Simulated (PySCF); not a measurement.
Mn⁺ (manganese, charge +1) across methods

[Ar] 3d6, high-spin 5D determinant (an excited configuration). All numbers are calculated (PySCF 2.14, no relativity, point nucleus, in aug-cc-pVTZ (8s7p5d3f2g, 93 functions)).

```json
{"method": "PBEsol", "E (hartree)": "-1149.326", "mean ε 3p β (eV)": "-54.721", "mean ε 3d α (eV)": "-11.951", "mean ε 3d β (eV)": "-8.943", "Σ⟨r²⟩ (bohr²)": "21.92", "⟨S²⟩": "6.004"}
{"method": "UHF", "E (hartree)": "-1149.53034", "mean ε 3p β (eV)": "-65.091", "mean ε 3d α (eV)": "-19.228", "mean ε 3d β (eV)": "-14.044", "Σ⟨r²⟩ (bohr²)": "20.72", "⟨S²⟩": "6.011"}
{"method": "TPSSh", "E (hartree)": "-1150.703", "mean ε 3p β (eV)": "-56.099", "mean ε 3d α (eV)": "-12.520", "mean ε 3d β (eV)": "-9.674", "Σ⟨r²⟩ (bohr²)": "21.64", "⟨S²⟩": "6.003"}
{"method": "BLYP", "E (hartree)": "-1150.731", "mean ε 3p β (eV)": "-54.792", "mean ε 3d α (eV)": "-11.854", "mean ε 3d β (eV)": "-9.208", "Σ⟨r²⟩ (bohr²)": "22.09", "⟨S²⟩": "6.005"}
{"method": "PBE0", "E (hartree)": "-1150.471", "mean ε 3p β (eV)": "-57.651", "mean ε 3d α (eV)": "-13.831", "mean ε 3d β (eV)": "-10.513", "Σ⟨r²⟩ (bohr²)": "21.47", "⟨S²⟩": "6.004"}
{"method": "r2SCAN", "E (hartree)": "-1150.652", "mean ε 3p β (eV)": "-55.467", "mean ε 3d α (eV)": "-12.085", "mean ε 3d β (eV)": "-8.929", "Σ⟨r²⟩ (bohr²)": "21.63", "⟨S²⟩": "6.007"}
{"method": "PBE", "E (hartree)": "-1150.439", "mean ε 3p β (eV)": "-54.809", "mean ε 3d α (eV)": "-11.943", "mean ε 3d β (eV)": "-9.079", "Σ⟨r²⟩ (bohr²)": "21.97", "⟨S²⟩": "6.004"}
{"method": "B3LYP", "E (hartree)": "-1150.711", "mean ε 3p β (eV)": "-57.242", "mean ε 3d α (eV)": "-13.518", "mean ε 3d β (eV)": "-10.477", "Σ⟨r²⟩ (bohr²)": "21.67", "⟨S²⟩": "6.006"}
{"method": "LDA", "E (hartree)": "-1148.308", "mean ε 3p β (eV)": "-54.961", "mean ε 3d α (eV)": "-12.201", "mean ε 3d β (eV)": "-9.115", "Σ⟨r²⟩ (bohr²)": "21.93", "⟨S²⟩": "6.004"}
```
